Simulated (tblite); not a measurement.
Species: C5H16GaNO.
Atom-mapped SMILES: `[CH3:1][CH2:2][O:3][CH2:4][Ga@H-:5]([NH3+:6])[CH2:7][CH3:8]` (hydrogens: H9, H10, H11 on C1; H12, H13 on C2; H14, H15 on C4; H16 on Ga5; H17, H18, H19 on N6; H20, H21 on C7; H22, H23, H24 on C8)

Computed with GFN2-xTB (tblite), gas phase: L-BFGS steps from a force-field or distance-geometry start until the largest atomic force falls under 0.01 eV/Å.

Geometry at step 42:
```
atom  x, y, z in Å
C1      3.8542   -0.5705    0.6876
C2      2.6779   -0.9584   -0.1966
O3      1.5771   -0.1088    0.0473
C4      0.4680   -0.4453   -0.7944
Ga5    -0.7423    1.1198   -0.2725
N6     -1.2067    0.5122    1.8094
C7     -2.6235    1.2398   -1.0645
C8     -3.2052   -0.1834   -1.0369
H9      4.7159   -1.1862    0.4375
H10     3.5956   -0.7154    1.7354
H11     4.1076    0.4761    0.5249
H12     2.3698   -2.0061   -0.0162
H13     2.9590   -0.8942   -1.2642
H14     0.0993   -1.4567   -0.5306
H15     0.8247   -0.5223   -1.8381
H16     0.0367    2.3801    0.2252
H17    -0.2814    0.7235    2.1790
H18    -1.4613   -0.4356    2.0808
H19    -1.8754    1.1594    2.2234
H20    -2.5952    1.5909   -2.1029
H21    -3.2909    1.9474   -0.5611
H22    -4.0822   -0.2807   -1.6780
H23    -2.4446   -0.8944   -1.3766
H24    -3.4890   -0.4715   -0.0220
```

Task: What forces act on the atoms?

Result: 
```
atom  Fx (eV/Å)  Fy (eV/Å)  Fz (eV/Å)
  C1     -0.059     -0.023     -0.044
  C2     -0.005     -0.016     -0.012
  O3     -0.057     -0.112     -0.094
  C4     -0.102     -0.003     -0.029
 Ga5      0.079     -0.084     -0.029
  N6      0.062      0.034     -0.032
  C7     -0.012      0.004     -0.032
  C8      0.002      0.053     -0.005
  H9     -0.033      0.019      0.058
 H10      0.052      0.040     -0.059
 H11     -0.052     -0.075      0.032
 H12      0.091      0.062      0.094
 H13      0.032      0.075      0.100
 H14      0.064      0.041     -0.016
 H15     -0.121      0.062      0.051
 H16      0.050      0.063      0.027
 H17     -0.010     -0.057      0.086
 H18      0.042      0.054     -0.071
 H19      0.065     -0.017      0.007
 H20      0.044     -0.074     -0.062
 H21     -0.029     -0.100      0.093
 H22      0.003     -0.011      0.030
 H23     -0.098      0.015     -0.058
 H24     -0.006      0.052     -0.035
```

The largest, 0.16 eV/Å, acts on O3; the rms over all components is 0.057 eV/Å. The forces sum to zero within rounding, as they must for an isolated molecule in no field.

Task: Give the force on O3 in Eh/bohr and in nN.

Result: 0.157 eV/Å ÷ 51.422 = 0.00305 Eh/bohr, and 0.157 eV/Å × 1.602 = 0.25 nN.

Task: How far is this geometry from the end of the optimisation?

Result: 0.137 eV above it, and 0.476 Å rms away after alignment. The bonds farthest from their final lengths, with half the difference of the two atoms' forces along the bond (positive lengthens):

```csv
bond,now (Å),final (Å),force along bond (eV/Å)
Ga5–N6,2.218,2.176,-0.02
O3–C4,1.432,1.439,-0.01
C4–H14,1.108,1.102,-0.05
C2–H13,1.106,1.101,-0.05
C4–H15,1.106,1.101,-0.04
C7–C8,1.538,1.533,-0.03
```

The angle farthest from its final value is Ga5–C4–H14, 116.1° against 121.4°.

What follows is the cost of the whole relaxation. The run took 1.6 s wall on one thread, Arm Neoverse V1 (aarch64), shared host with 32 logical CPUs at a one-minute load of 16.
